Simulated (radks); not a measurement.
Yb IV, configuration [Xe] 4f13 (the NIST ground configuration). Calculated with a radial shooting solver on a logarithmic mesh with Libxc functionals: Dirac Kohn-Sham, LDA (Slater exchange, Perdew-Wang correlation), spin-unpolarised, spherical densities, point nucleus; open shells fill j = l - 1/2 first.

Normalised radial functions P(r) = r R(r) (large component), r in bohr:

```
   r/bohr * 4d5/2, o 5p1/2, + 4f5/2 (the largest magnitude, 1.48, reaches the edge; | marks zero, & curves that meet)
 0.002172                             &
 0.002508                             &
 0.002874                             &
 0.003292                             &
 0.003802                             &
 0.004356                             &
 0.005031                             &o
 0.005764                             &o
 0.006604                             &o
 0.007626                             &o
 0.008737                             &o
  0.01009                             &o
  0.01156                             & o
  0.01324                             & o
   0.0153                             & o
  0.01752                             +* o
  0.02024                             +* o
  0.02319                             +*  o
  0.02657                             +*  o
  0.03068                             + * o
  0.03515                             +  *o
  0.04059                             +   &
  0.04651                             +   o*
  0.05328                             +   o *
  0.06154                             |+ o    *
   0.0705                             |&        *
  0.08077                             o+          *
  0.09328                           o | +          *
   0.1069                         o   |  +           *
   0.1234                        o    |   +           *
   0.1414                       o     |    +         *
    0.162                       o     |      +     *
   0.1871                        o    |        +*
   0.2143                           o |    *     +
   0.2475                           * |o            +
   0.2836                    *        |    o          +
   0.3249             *               |       o          +
   0.3753       *                     |        o          +
   0.4299   *                         |        o           +
   0.4965  *                          |     o               +
   0.5688   *                         | o                  +
   0.6517      *                  o   |                   +
   0.7527           *       o         |                 +
   0.8623               &             |               +
   0.9959            o       *        |            +
    1.141           o           *     |          +
    1.307           o              *  |        +
     1.51              o            * |      +
     1.73                 o          *|    +
    1.997                    o        *  +
    2.288                       o     * +
    2.622                         o   * +
    3.028                           o *+
    3.469                            o&
    4.006                             &
     4.59                             &
```

4d5/2: eigenvalue -207.64 eV, 1 radial node at r = 0.238 bohr, <r> = 0.564 bohr, 90 % of the charge inside 0.848 bohr. 5p1/2: eigenvalue -62.159 eV, 3 radial nodes at r = 0.0796, 0.236, 0.594 bohr, <r> = 1.32 bohr, 90 % of the charge inside 1.93 bohr. 4f5/2: eigenvalue -37.044 eV, 0 radial nodes, <r> = 0.725 bohr, 90 % of the charge inside 1.24 bohr.
